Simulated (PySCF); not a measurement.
BrF₂H₂NSn, SMILES [Sn]([NH2])([Br])([F])[F]. Atoms are numbered in the order given.

```xyz
7

N      2.3100     0.1088     0.3414
Sn     0.3838    -0.4237     0.1442
F     -0.2293    -1.1995     1.7957
F      0.2309    -1.7954    -1.1978
Br    -1.1689     1.3679    -0.4551
H      2.8924    -0.3898    -0.3314
H      2.6477    -0.1092     1.2790
```

Coordinates come from a PBE0-D3(BJ)/def2-SVP optimisation. The geometry has at least one imaginary mode, so it is a saddle point at that level. The structure was generated by enumeration; whether it is a known compound was not checked. The def2 effective core potentials stand for the cores of Sn; spin–orbit coupling is left out. The values are those of a single conformer.

Method: PySCF with PBE0/def2-TZVP.

ESP charges are fitted to the potential on shells at 1.4 to 2.0 van der Waals radii. Atomic charges (e):

| atom | ESP fit | Löwdin |
|---|---|---|
| N1 | -0.92 | -0.39 |
| Sn2 | 0.93 | 0.44 |
| F3 | -0.34 | -0.25 |
| F4 | -0.35 | -0.25 |
| Br5 | -0.11 | 0.12 |
| H6 | 0.39 | 0.16 |
| H7 | 0.39 | 0.17 |
